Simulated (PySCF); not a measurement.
Computed IR spectrum (relative IR intensity) of a molecule CH₆F₂OSi₂. Coordinates come from a PBE-D3(BJ)/def2-SVP optimisation. Other conformers were not sampled. Level of theory: PBE-D3(BJ)/def2-SVP (PySCF). Frequencies are harmonic and unscaled.

Lines under 2 % of the strongest are left out, and lines within 2 cm⁻¹ are merged.

ν (cm⁻¹): 260 (vw), 265 (vw), 302 (m), 561 (w), 676 (m), 748 (vw), 788 (w), 840 (w), 871 (vs), 910 (m), 943 (m), 997 (m), 1021 (s), 1152 (w), 1330 (w), 2161 (w), 2171 (m), 2184 (s), 3680 (w) (against the strongest line: vs over 80 %, s over 45 %, m over 15 %, w over 4 %, vw less)

Question: Which molecule gave these data?
A. F[SiH2]CO[SiH2]F
B. OC([SiH2]F)[SiH2]F
C. O[C@H]([SiH3])[SiH](F)F
D. F[SiH](F)OC[SiH3]

Answer: B, OC([SiH2]F)[SiH2]F
